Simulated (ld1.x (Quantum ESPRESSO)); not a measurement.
What one change does to a pseudopotential (tellurium (Te), PAW)

```
Element                 : tellurium
Generator               : ld1.x (Quantum ESPRESSO) 7.5
Type                    : PAW
Functional              : LDA (PZ)
Relativity              : scalar-relativistic
Frozen core             : [Kr]
Valence charge          : 16
Reference configuration : 4d10 5s2 5p4
Partial waves           : 5s (bound): rcut 1.35, rcutus 1.85 bohr; 5s channel at -0.45 Ry: rcut 1.35, rcutus 1.85 bohr; 5p (bound): rcut 1.75, rcutus 2.35 bohr; 5p channel at 0.35 Ry: rcut 1.75, rcutus 2.35 bohr; 4d (bound): rcut 1.25, rcutus 1.65 bohr; 4d channel at -2.4 Ry: rcut 1.25, rcutus 1.65 bohr
Local potential         : all-electron potential smoothed inside 1.85 bohr (lloc = -1)
Core correction         : Bessel-smoothed model core inside 1.20 bohr
Augmentation charge     : PSQ, inside the norm-conserving radii
```

All-electron outer shells of the reference configuration (LDA (PZ), scalar-relativistic, ld1.x):

| shell | level (eV) | outermost node (bohr) | outermost maximum (bohr) |
| --- | --- | --- | --- |
| 4s | -163.99 | 0.38 | 0.70 |
| 4p | -114.19 | 0.38 | 0.74 |
| 4d | -41.70 | 0.36 | 0.81 |
| 5s | -15.36 | 0.91 | 1.77 |
| 5p | -6.12 | 1.00 | 2.17 |

Change: all radii but the core radius scaled by about 1.26 (s 2.34, p 2.96, d 2.08 bohr, rcut 1.70/2.20/1.58); local potential all-electron potential smoothed inside 2.34 bohr (lloc = -1).

Cutoffs: the cutoffs (Ry, on a coarse ladder) from which the occupation-weighted sum of valence levels, in a spherical-Bessel basis at the reference potential, stays within 10 and 1 mRy of its value at 400 Ry; they do not see the model core or the augmentation charge, which bear on the density cutoff. Errors are all-electron minus pseudo energies relative to the spin-unpolarised reference configuration.

**Question.** What does the change do?

**Answer.** The potential gets softer (50 Ry and 90 Ry → 30 Ry and 45 Ry); of the 9 tests that both files solve, the error grows in 1 and shrinks in 4 by more than 15 % and 0.3 meV (median size 3.0 → 2.3 meV); neither file shows a bound ghost. A larger radius leaves more room for a smooth pseudo-wave, so fewer plane waves are needed.

| quantity | base | changed |
| --- | --- | --- |
| cutoff, loose | 50 Ry | 30 Ry |
| cutoff, tight | 90 Ry | 45 Ry |
| loose cutoff by channel (10 mRy a level) | s 8 Ry, p 6 Ry, d 35 Ry | s 6 Ry, p 6 Ry, d 18 Ry |
| bound ghosts | none | none |
| error for 4d10 5s2 5p3, meV [ΔE 9.92 eV] | -2.7 | -2.5 |
| error for 4d10 5s2 5p2, meV [ΔE 28.09 eV] | -8.2 | -7.0 |
| error for 4d10 5s2 5p1, meV [ΔE 55.32 eV] | -19 | -14 |
| error for 4d10 5s2 5p0, meV [ΔE 92.23 eV] | -38 | -28 |
| error for 4d10 5s1 5p5, meV [ΔE 9.35 eV] | -0.4 | +0.5 |
| error for 4d10 5s2 5p4.3, meV [ΔE -1.52 eV] | +0.4 | +0.4 |
| error for 4d10 5s1 5p4, meV [ΔE 19.85 eV] | -3.3 | -2.3 |
| error for 4d10 5s2 5p4 (spin-polarised), meV [ΔE -0.48 eV] | 0.0 | +0.9 |
| error for 4d10 5s2 5p3 (spin-polarised), meV [ΔE 8.60 eV] | -3.0 | -0.5 |
| lowest overlap eigenvalue by channel | s 0.39, p 0.51, d 0.86 | s 0.32, p 0.57, d 0.06 |
